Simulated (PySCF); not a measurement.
Y(OH) (HOY), SMILES [OH][Y]. Atoms are numbered in the order given.

```xyz
3

Y      0.0000     0.0000     0.3835
O      0.0000     0.0000    -1.5558
H      0.0000     0.0000    -2.5102
```
Charge 0, spin multiplicity 1.

Coordinates come from a PBE0-D3(BJ)/def2-TZVPD optimisation. The spin state was assumed, not searched. The def2 effective core potentials stand for the cores of Y; spin–orbit coupling is left out.

All values below come from r2SCAN/def2-TZVPD run with PySCF.

Mulliken values depend strongly on the basis, most of all with diffuse functions as here. ESP charges are fitted to the potential on shells at 1.4 to 2.0 van der Waals radii. Atomic charges (e):

```tsv
atom	Mulliken	ESP fit
Y1	0.35	0.14
O2	-0.64	-0.51
H3	0.28	0.37
```
